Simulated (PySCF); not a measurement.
C3H10ClNSi, SMILES CN(C)[Si@@H](C)Cl.

Geometry: B3LYP-D3(BJ)/def2-SVP. The structure was generated by enumeration; whether it is a known compound was not checked. The values are those of a single conformer.

Two levels are set side by side: PBE/def2-TZVP (PySCF) and PBE0/def2-TZVP (PySCF). Same geometry, gas phase. Differences are taken from unrounded values.

| quantity | PBE0 |
|---|---|
| orbital gap (eV) | 7.76 |
| highest occupied level (eV) | -6.69 |
| lowest empty level (eV) | 1.07 |
| dipole moment (D) | 2.23 |
| mean polarisability (bohr³) | 81.8 |

Problem. What does PBE give, and how far is it from PBE0? (The exact figures need the calculation; the answer reports its results.)

Solution. 
```json
[
 {"quantity": "orbital gap (eV)", "PBE": "5.64", "PBE minus PBE0": "-2.11"},
 {"quantity": "highest occupied level (eV)", "PBE": "-5.39", "PBE minus PBE0": "1.31"},
 {"quantity": "lowest empty level (eV)", "PBE": "0.26", "PBE minus PBE0": "-0.81"},
 {"quantity": "dipole moment (D)", "PBE": "2.19", "PBE minus PBE0": "-0.04"},
 {"quantity": "mean polarisability (bohr³)", "PBE": "85.2", "PBE minus PBE0": "3.3"}
]
```

PBE's occupied levels lie high since its potential decays too fast outside the molecule; exact exchange lowers them and widens the gap. PBE's more diffuse valence density responds more strongly to a field. Differences between two approximate levels are no errors against the true value.

Rough cost on one machine, each run with all the roots and properties that it gave: PBE0 against PBE within a factor of 2.
